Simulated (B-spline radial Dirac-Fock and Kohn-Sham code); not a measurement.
Conversion-electron coefficients: Ho, 21.1 keV

Z = 67 (holmium), transition energy 21.1 keV. Model: a Dirac-Hartree-Slater potential of the neutral atom with a Latter tail (no hole, which puts coefficients of high multipoles low close above an edge), finite nucleus with surface currents. Program: a B-spline atomic structure program. The K shell is not open to conversion at this energy. Subshells that would emit electrons below 1 keV are left out.

| subshell | electron energy (keV) | E3 | E4 | M2 | M3 | M4 |
| --- | --- | --- | --- | --- | --- | --- |
| L1 | 11.71 | 2150 | 83600 | 3160 | 115000 | 2.81e+06 |
| L2 | 12.18 | 146000 | 7.01e+06 | 191 | 6750 | 188000 |
| L3 | 13.03 | 192000 | 9.48e+06 | 1770 | 747000 | 6.48e+07 |
| M1 | 18.97 | 508 | 26800 | 785 | 40300 | 1.59e+06 |
| M2 | 19.18 | 41300 | 2.82e+06 | 54.0 | 2710 | 113000 |
| M3 | 19.36 | 53300 | 3.45e+06 | 447 | 210000 | 2.42e+07 |
| M4 | 19.71 | 4590 | 2.41e+06 | 6.58 | 2370 | 317000 |
| M5 | 19.75 | 6950 | 3.07e+06 | 0.643 | 4310 | 4.42e+06 |
| total |  | 475000 | 3.15e+07 | 6770 | 1.20e+06 | 1.07e+08 |

Q: For a pure M2 transition, what fraction of decays emits a photon?

A: 1/(1 + α) = 0.000148 with the total α = 6770; the total includes the outer subshells that are not listed.

Values without a named source are computed, but for edge energies of neutral atoms, which are taken from tables.
